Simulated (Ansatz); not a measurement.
Consider the ligand exchange at the Si–C bond: `C/C([SiH3])=N\[SiH3]` + `[OH][Ge][O][SiH3]` → `[SiH3][O][Ge][O][SiH3]` + `C/C=N\[SiH3]`.

Gas-phase electronic energies from Ansatz, PBE0-D4/def2-TZVP geometries. CCSD(T)/CBS is the MP2 limit (def2-TZVPP, def2-QZVPP) plus CCSD(T) − MP2 in def2-TZVPP, frozen cores. Double bonds are as drawn, so ΔE can hold a change between cis and trans. Functionals use def2-TZVPP. For Ge outer-core shells are correlated without core-valence functions, which leaves a few kJ/mol of doubt a bond. Scalar relativity is left out up to krypton. One conformer a species, not always the lowest.

| level | ΔE (kJ/mol) |
| --- | --- |
| r2SCAN-D4 | -111.1 |
| PBE | -97.1 |
| MP2/def2-QZVPP | -117.2 |
| MP2/CBS(def2) | -116.4 |

**Question.** What does CCSD(T)/CBS give? (An estimate is asked.)

**Answer.** Computed: -114.9 kJ/mol. The listed levels differ from it by 3.8, 17.8, -2.3, -1.5 kJ/mol.

Largest T1 diagnostic among the species: 0.015.

From PBE to PBE0 (25 % exact exchange), in def2-TZVPP and without D4, ΔE moves by −8.9 kJ/mol. In def2-TZVPP, CCSD(T) changes the Hartree–Fock value by +25.1 kJ/mol (the triples alone add +4.1 kJ/mol) and MP2 by +23.6 kJ/mol.
